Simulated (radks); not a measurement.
Problem. These are the eigenvalues of the occupied orbitals of an atom or ion with whole-number occupations (Ry). All-electron calculation, non-relativistic Kohn-Sham, LDA (Slater exchange, Perdew-Wang correlation), spin-unpolarised, spherical densities, point nucleus. Program: a radial shooting solver on a logarithmic mesh with Libxc functionals.

orbital  eigenvalue
1s        -3606.480
2s        -606.3418
2p        -579.1973
3s        -162.1383
3p        -150.0119
3d        -127.3345
4s        -57.85809
4p        -52.95194
4d        -44.13603

Which element is it, and in what charge state? The configuration may be excited.

Solution. Z = 65, terbium, charge +19: Tb19+ in [Kr] 4d10. The list shows which subshells hold electrons but not how many an open one holds; the 1s level, -1803.2 hartree, gives Z - s = 60.1 by -(Z - s)^2/2, which with screening narrows Z to a few neighbours, and the depths of the outer levels then fix element, charge and occupations together.
